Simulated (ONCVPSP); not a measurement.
# Au: excitation energies, all-electron against ONCV

ONCVPSP 4.0.1 input, shortened (lines: element, Z, core and valence counts, functional; n l f; lmax; l rc ep ncon nbas qcut; lloc lpopt rc5 dvloc0; l nproj debl; icmod fcfact rcfact), PBEsol, scalar-relativistic:

```
  Au 79.00    9    5  -116133      upf
    1    0    2.00
    2    0    2.00
    2    1    6.00
    3    0    2.00
    3    1    6.00
    3    2   10.00
    4    0    2.00
    4    1    6.00
    4    2   10.00
    4    3   14.00
    5    0    2.00
    5    1    6.00
    5    2   10.00
    6    0    1.00
    3
    0    1.65    0.00    5    8    6.30
    1    1.45    0.00    4    8   12.00
    2    1.90    0.00    4    8    8.50
    3    1.00    0.00    4    9   18.10
    4    5    1.00    6.00
    0    2    3.30
    1    2    3.90
    2    2    0.60
    3    2    3.40
    1    0.50    0.00
```

Energies are relative to the spin-unpolarised reference configuration 4f14 5s2 5p6 5d10 6s1; without spin polarisation the order of configurations can differ from experiment.

```
  valence configuration  charge  ΔE all-electron (eV)  error AE − PS (meV)
   4f14 5s2 5p6 5d9 6s0      +2                30.678                 -8.3
   4f14 5s2 5p6 5d8 6s0      +3                64.586                  -17
4f14 5s2 5p6 5d10 6s0.5    +0.5                 3.791                 -1.9
```

What are ΔE and the potential's error for 4f14 5s2 5p6 5d10 6s0?

ΔE = 9.440 eV all-electron; the error (AE − PS) is -5.8 meV.

Levels in the configuration 4f14 5s2 5p6 5d10 6s0.5:

| level | all-electron (eV) | pseudo (eV) |
| --- | --- | --- |
| 4f | -85.269 | -85.322 |
| 5s | -112.540 | -112.559 |
| 5p | -63.935 | -63.937 |
| 5d | -10.992 | -10.991 |
| 6s | -9.409 | -9.411 |
